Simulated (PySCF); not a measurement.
# Relaxation of triplet [WH3]+

Method: UPBE0 in PySCF with W def2-TZVP with ECP60, H def2-TZVP; scalar-relativistic core potentials, no spin–orbit coupling; density-fitted integrals. A (50,194) grid was used.

A hand-made trigonal pyramidal start, of C3v symmetry, held to at least that symmetry:

```xyz
4
charge 1 multiplicity 3, angstrom
W     0.0000    0.0000   -0.0126
H     1.4623    0.0000    0.7649
H    -0.7312    1.2664    0.7649
H    -0.7312   -1.2664    0.7649
```

Question: What does it relax to?

Answer: It ends at Cs with W–H 1.677 Å (×3); H–W–H 101.0°, H–W–H 104.5° (×2) (after a last refinement on a finer grid). A frequency run shows a minimum.

Question: How much energy is released, and in how many steps?

Answer: 1.5 kJ/mol in 6 steps.

Open d and f shells are described by one determinant, and the ground state may have another occupation or spin. With an element this heavy the missing spin–orbit coupling can shift these numbers.

The relaxation took of the order of 50 core-seconds on a shared host.
